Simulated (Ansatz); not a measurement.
Consider the formal exchange of groups at the Si–C bond: `C[SiH2]CS` + `F[SiH]1[CH2][AlH]1` → `C[SiH2][SiH]1[CH2][AlH]1` + `FCS`.

Isolated molecules relaxed with PBE0-D4/def2-TZVP in Ansatz; ΔE leaves out vibrations. CCSD(T)/CBS adds triple-zeta CCSD(T) − MP2 to the extrapolated MP2 energy (def2 sets, frozen cores). DFT in def2-TZVPP. One conformer a species, not always the lowest.

Q: Is it downhill or uphill in electronic energy at CCSD(T)/CBS, and by how much? (An estimate is asked.)

A: Computed: Uphill: ΔE = +2.05 eV.

Q: What do these levels give: PBE, r2SCAN, PBE0, HF/def2-TZVPP, CCSD(T)/def2-TZVPP, MP2/def2-QZVPP? (An estimate is asked.)

A: The calculation gave: PBE 1.73, r2SCAN 1.91, PBE0 1.82, HF/def2-TZVPP 2.07, CCSD(T)/def2-TZVPP 1.99, MP2/def2-QZVPP 2.18 eV.

Largest T1 diagnostic among the species: 0.013.

From PBE to PBE0 (25 % exact exchange), in def2-TZVPP and without D4, ΔE moves by +0.09 eV.
